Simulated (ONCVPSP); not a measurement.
**LDA (Perdew-Zunger) ONCV dataset for Be, non-relativistic all-electron reference.**

The input file (ONCVPSP 4.0.1):

```
# ATOM AND REFERENCE CONFIGURATION
# atsym  z   nc   nv     iexc    psfile
  Be 4.00    1    1        3      upf
#
#   n    l    f
    1    0    2.00
    2    0    2.00
#
# PSEUDOPOTENTIAL AND OPTIMIZATION
# lmax
    2
#
#   l,   rc,      ep,       ncon, nbas, qcut
    0    1.95    0.00    4    7    3.30
    1    2.10    0.31    3    7    4.10
    2    1.80    0.11    3    7    6.40
#
# LOCAL POTENTIAL
# lloc, lpopt,  rc(5),   dvloc0
    4    5    1.80    4.00
#
# VANDERBILT-KLEINMAN-BYLANDER PROJECTORs
# l, nproj, debl
    0    3    2.90
    1    2    3.10
    2    2    3.80
#
# MODEL CORE CHARGE
# icmod, fcfact, rcfact
    1    0.65    0.00
#
# LOG DERIVATIVE ANALYSIS
# epsh1, epsh2, depsh
   -2.00    5.00    0.02
#
# OUTPUT GRID
# rlmax, drl
    6.00    0.01
#
# TEST CONFIGURATIONS
# ncnf
    4
# nvcnf
#   n    l    f
    1
    2    0    1.00
#
    1
    2    0    1.50
#
    2
    2    0    1.00
    2    1    1.00
#
    2
    2    0    0.00
    2    1    1.00
#
```

Command:

```bash
oncvpspnr.x < Be.dat > Be.out
```

Output (shortened: citation, most of the input echo, consistency checks and plot data are left out):

```
ONCVPSP  (Optimized Norm-Conservinng Vanderbilt PSeudopotential)
scalar-relativistic version 4.0.1

#   n    l    f        energy (Ha)
    1    0    2.00    -3.8556137E+00
    2    0    2.00    -2.0599946E-01

Reference configufation results
  iterations    22
  all-electron total energy (Ha)   -1.44461976D+01

Begin loop to  construct optimized pseudo wave functions
and semi-local pseudopoentials for all angular momenta

   Wellstate for l =  0  n =  4
     eigenvalue =   2.6940
     asymptotic potential =   3.1940
     half-point radius =  3.3929

   Wellstate for l =  0  n =  5
     eigenvalue =   5.5940
     asymptotic potential =   6.0940
     half-point radius =  3.1877

Calculating optimized projector #   1

 for l=   0

    Fraction of norm inside rc  0.315014
    Optimizing pswf for qcut=   3.29 a_B^-1,  ecut=   5.42 Ha
    Residual kinetic energy error=  8.41D-04 Ha

    Energy error per electron        Cutoff
         Ha          eV             Ha
         0.01000     0.27211        2.17
         0.00100     0.02721        5.29
         0.00010     0.00272       23.11
         0.00001     0.00027       30.96

Calculating optimized projector #   2

 for l=   0

    Fraction of norm inside rc  0.159526
    Optimizing pswf for qcut=   3.29 a_B^-1,  ecut=   5.42 Ha
    Residual kinetic energy error=  7.36D-02 Ha

    Energy error per electron        Cutoff
         Ha          eV             Ha
         0.01000     0.27211        7.83
         0.00100     0.02721       31.60
         0.00010     0.00272       41.42
         0.00001     0.00027       47.23

Calculating optimized projector #   3

 for l=   0

    Fraction of norm inside rc  0.162630
    Optimizing pswf for qcut=   3.29 a_B^-1,  ecut=   5.42 Ha
    Residual kinetic energy error=  2.27D-01 Ha

    Energy error per electron        Cutoff
         Ha          eV             Ha
         0.01000     0.27211       15.98
         0.00100     0.02721       34.64
         0.00010     0.00272       59.27
         0.00001     0.00027       69.22

WARNING wellstate: moderately localized bound state found for n= 2 l=  1
WARNING scattering state with energy  0.05000000
WARNING will be used for the first projector

   Wellstate for l =  1  n =  3
     eigenvalue =   0.0500
     asymptotic potential =   0.5500
     half-point radius = 23.7849

   Wellstate for l =  1  n =  5
     eigenvalue =   3.1500
     asymptotic potential =   3.6500
     half-point radius =  4.1016

Calculating optimized projector #   1

 for l=   1

    Fraction of norm inside rc  0.067302
    Optimizing pswf for qcut=   4.10 a_B^-1,  ecut=   8.40 Ha
    Residual kinetic energy error=  3.07D-05 Ha

    Energy error per electron        Cutoff
         Ha          eV             Ha
         0.01000     0.27211        2.30
         0.00100     0.02721        4.96
         0.00010     0.00272        7.22
         0.00001     0.00027       18.05

Calculating optimized projector #   2

 for l=   1

    Fraction of norm inside rc  0.182400
    Optimizing pswf for qcut=   4.10 a_B^-1,  ecut=   8.40 Ha
    Residual kinetic energy error=  1.73D-02 Ha

    Energy error per electron        Cutoff
         Ha          eV             Ha
         0.01000     0.27211        9.44
         0.00100     0.02721       41.00
         0.00010     0.00272       62.25

   Wellstate for l =  2  n =  3
     eigenvalue =   0.1100
     asymptotic potential =   0.6100
     half-point radius = 13.8263

   Wellstate for l =  2  n =  5
     eigenvalue =   3.9100
     asymptotic potential =   4.4100
     half-point radius =  3.3321

Calculating optimized projector #   1

 for l=   2

    Fraction of norm inside rc  0.003538
    Optimizing pswf for qcut=   6.39 a_B^-1,  ecut=  20.42 Ha
    Residual kinetic energy error=  2.62D-09 Ha

    Energy error per electron        Cutoff
         Ha          eV             Ha
         0.01000     0.27211        0.52
         0.00100     0.02721        1.38
         0.00010     0.00272        3.33
         0.00001     0.00027        6.96

Calculating optimized projector #   2

 for l=   2

    Fraction of norm inside rc  0.166608
    Optimizing pswf for qcut=   6.39 a_B^-1,  ecut=  20.42 Ha
    Residual kinetic energy error=  3.90D-05 Ha

    Energy error per electron        Cutoff
         Ha          eV             Ha
         0.01000     0.27211        9.26
         0.00100     0.02721       15.73
         0.00010     0.00272       19.29
         0.00001     0.00027       26.27

Construct Vanderbilt / Kleinmman-Bylander projectors

B matrix Hermiticity error, ll=   0
   1   2   -2.5920E-08
   1   3    3.0720E-08
   2   3    6.2339E-08

  Orthonormal projector coefficients  4.3570E+00  1.7584E+00 -1.1250E+00

B matrix Hermiticity error, ll=   1
   1   2    1.3383E-08

  Orthonormal projector coefficients -4.2178E+00 -1.3168E+00

B matrix Hermiticity error, ll=   2
   1   2    1.8969E-09

  Orthonormal projector coefficients -3.7346E+00 -1.0363E+00

Model core correction analysis
  based on d2Exc/dn_idn_j

d2excae - all-electron derivatives

   -1.757088D-02

d2excps - pseudofunction derivatives with no core correction

   -2.023739D-02

rms 2nd derivative error    2.666505E-03

Polynomial model core charge

d2excps - pseudofunction derivatives with core correction

   -1.760559D-02

rms 2nd derivative error    3.470753E-05

Pseudoatom total energy   -1.002506

Diagnostic tests using Vanderbilt-Kleinman-Bylander pseudopotentials
  1 or more projectors used as specified by nproj input data

   l    rcore       rmatch      e in        delta e   norm test  slope test

   0   1.9597466   2.0192487  -0.2059995   0.0000000   1.0000000   0.9999991
   0   1.9597466   2.0192487   2.6940005   0.0000001   1.0000000   1.0000000
   0   1.9597466   2.0192487   5.5940005  -0.0000000   1.0000001   1.0000001

   1   2.1055991   2.1695296   0.0500000  -0.0000516   0.9999473   0.9999473
   1   2.1055991   2.1695296   3.1500000  -0.0003324   0.9999697   0.9999697

   2   1.8023046   1.8570265   0.1100000  -0.0000079   0.9999975   0.9999975
   2   1.8023046   1.8570265   3.9100000  -0.0000028   1.0000089   1.0000089

 Testing for bound ghosts
   n   l    E NL Schr. Eq   E Basis Diag.   E Cutoff

   1   0       -0.205999       -0.195427     67.83

   2   1       -0.077354       -0.060215     49.95

 Testing for highly-localized positive-energy ghosts
       l    <radius>/rc     E Basis Diag.   E Cutoff

Test configuration 0

   n   l     f        eae           eps        diff
   1   0  2.0000   -3.85561368
   2   0  2.0000   -0.20599946   -0.20599945    3.50D-09

    Total energies and differences
      AE_ref= -1.44461976D+01  AE_tst= -1.44461976D+01  dif=  0.00D+00
      PS_ref= -1.00250631D+00  PS_tst= -1.00250631D+00  dif=  2.22D-16
      PSP excitation error= -2.22D-16

Test configuration 1

   n   l     f        eae           eps        diff
   1   0  2.0000   -4.27738185
   2   0  1.0000   -0.50144839   -0.50112231    3.26D-04

    Total energies and differences
      AE_ref= -1.44461976D+01  AE_tst= -1.40964084D+01  dif=  3.50D-01
      PS_ref= -1.00250631D+00  PS_tst= -6.52841572D-01  dif=  3.50D-01
      PSP excitation error=  1.24D-04

Test configuration 2

   n   l     f        eae           eps        diff
   1   0  2.0000   -4.05152802
   2   0  1.5000   -0.34780348   -0.34769952    1.04D-04

    Total energies and differences
      AE_ref= -1.44461976D+01  AE_tst= -1.43083497D+01  dif=  1.38D-01
      PS_ref= -1.00250631D+00  PS_tst= -8.64679974D-01  dif=  1.38D-01
      PSP excitation error=  2.15D-05

Test configuration 3

   n   l     f        eae           eps        diff
   1   0  2.0000   -3.90340545
   2   0  1.0000   -0.22562918   -0.22571765   -8.85D-05
   2   1  1.0000   -0.09571918   -0.09578914   -7.00D-05

    Total energies and differences
      AE_ref= -1.44461976D+01  AE_tst= -1.43169391D+01  dif=  1.29D-01
      PS_ref= -1.00250631D+00  PS_tst= -8.73218184D-01  dif=  1.29D-01
      PSP excitation error= -2.97D-05

Test configuration 4

   n   l     f        eae           eps        diff
   1   0  2.0000   -4.29308128
   2   1  1.0000   -0.36436738   -0.36483997   -4.73D-04

    Total energies and differences
      AE_ref= -1.44461976D+01  AE_tst= -1.39563430D+01  dif=  4.90D-01
      PS_ref= -1.00250631D+00  PS_tst= -5.12231223D-01  dif=  4.90D-01
      PSP excitation error= -4.21D-04
```

oncvpspnr.x prints “scalar-relativistic version” in its banner although the run is non-relativistic.

The run took about 2.7 s on one core of a shared server CPU.
